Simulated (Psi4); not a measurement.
HfO2, charge +1, doublet, geometry from GFN2-xTB (such geometries of metal compounds can be far from the true shape) (the multiplicity is a formal guess) (core potentials on Hf), atoms displaced at random by about 0.02 Å a coordinate. Base run: B3LYP/def2-SVP (Psi4).

Psi4 was given this input:
```
memory 2 GB

molecule {
1 2
Hf    0.13014576   -0.00361400    0.14432413
O     0.48893451    0.28738992   -1.65621419
O    -1.67779640   -0.23971426    0.22289049
}

set {
  basis def2-svp
  reference uks
}

optimize('b3lyp')
print_variables()
```

Variants of this job, named by their change:

```tsv
change	ΔE vs base (kJ/mol)	optimiser steps	core-seconds (rough)
base	0.00	7	50
step_type = nr	0.00	8	100
g_convergence = gau_tight	0.00	9	90
opt_coordinates = cartesian	0.00	15	200
intrafrag_step_limit = 0.05	0.00	8	100
g_convergence = gau	0.00	7	80
g_convergence = turbomole	0.00	8	100
```

Open shells are given as the SCF converged; they aren't shown to be the lowest states, and a large step between rows can be another state.
